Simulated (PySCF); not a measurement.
Si(H)(Cl)3 anion (Cl3HSi), SMILES [SiH](Cl)(Cl)Cl (connectivity only; charge and spin as stated), charge -1, multiplicity 2. Atoms are numbered in the order given.

```xyz
5

Si     0.1420    -0.3317     0.0000
Cl    -0.0290     1.8388     0.0000
Cl    -0.0923    -0.7677    -2.2676
Cl    -0.0923    -0.7677     2.2676
H      1.6432    -0.5142     0.0000
```
Charge -1, spin multiplicity 2.

Geometry: PBE-D3(BJ)/def2-SVPD. The multiplicity is an assumed one; other spin states were not compared. The isomer is the one that the SMILES or the coordinates give; other isomers of the formula were not compared.

Computed with PBE-D3(BJ)/def2-SVPD run with PySCF.

Frequencies are harmonic and unscaled.

Computed harmonic wavenumbers and intensities:
```csv
mode,ν (cm⁻¹),IR (km/mol),moving atoms (share of kinetic energy)
1,81,0.2,"Cl 81 %, Si 18 %"
2,134,4.7,Cl 97 %
3,180,2.3,"Si 64 %, Cl 31 %"
4,243,7.6,"Cl 91 %, Si 8 %"
5,334,362.7,"Si 74 %, Cl 25 %"
6,430,95.0,"Si 56 %, Cl 42 %"
7,679,45.8,H 92 %
8,799,99.2,H 97 %
9,2081,118.8,H 96 %
```
